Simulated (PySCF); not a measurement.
C9H8OS, SMILES c1(-c2ccco2)ccc(C)s1, GFN2-xTB optimised geometry.

```
19

C      1.69    -3.72    -0.01
C      1.42    -2.26    -0.01
C      2.31    -1.23     0.00
C      1.70     0.04     0.00
C      0.33    -0.02     0.00
C     -0.61     1.06     0.00
C     -1.98     1.06     0.00
C     -2.37     2.42     0.00
C     -1.22     3.14     0.00
O     -0.15     2.33     0.00
S     -0.22    -1.67    -0.01
H      1.25    -4.19    -0.89
H      2.76    -3.90    -0.01
H      1.26    -4.20     0.87
H      3.37    -1.38     0.00
H      2.24     0.97     0.01
H     -2.61     0.20     0.00
H     -3.37     2.80     0.00
H     -1.04     4.20     0.00
```

Density from PySCF 2.14.0 with PBE/def2-SVP at that geometry.

Minimum of the electron density along straight lines between bonded atoms, close to the bond critical point (lines longer than 1.1 times the sum of covalent radii, or with two minima, are not listed):

```tsv
bond	length / Å	ρ at the minimum / e bohr⁻³	∇²ρ there / e bohr⁻⁵	position (fraction from the first atom)
C1–C2	1.486	0.255	___	0.49
C2–C3	1.361	0.319	-0.78	0.51
C3–C4	1.409	0.294	-0.70	0.50
C4–C5	1.368	0.314	-0.76	0.49
C5–C6	1.432	0.283	-0.68	0.50
C6–C7	1.374	0.316	-0.77	0.52
C7–C8	1.412	0.290	-0.66	0.50
C8–C9	1.361	0.323	-0.80	0.48
C6–O10	1.354	0.285	___	0.33
C9–O10	1.344	0.289	___	0.33
C2–S11	1.738	0.207	-0.40	0.46
C5–S11	1.739	0.206	-0.41	0.47
C1–H12	1.090	0.273	-0.99	0.63
C1–H13	1.087	0.274	-1.00	0.63
C1–H14	1.090	0.273	-0.99	0.63
C3–H15	1.076	0.281	-1.05	0.63
C4–H16	1.075	0.282	-1.07	0.64
C7–H17	1.071	0.283	-1.07	0.63
C8–H18	1.071	0.283	-1.08	0.64
C9–H19	1.072	0.288	-1.14	0.65
```

Question: What belongs in the gaps?

Answer: 
- C1–C2, ∇²ρ there / e bohr⁻⁵: -0.57
- C6–O10, ∇²ρ there / e bohr⁻⁵: -0.09
- C9–O10, ∇²ρ there / e bohr⁻⁵: 0.03
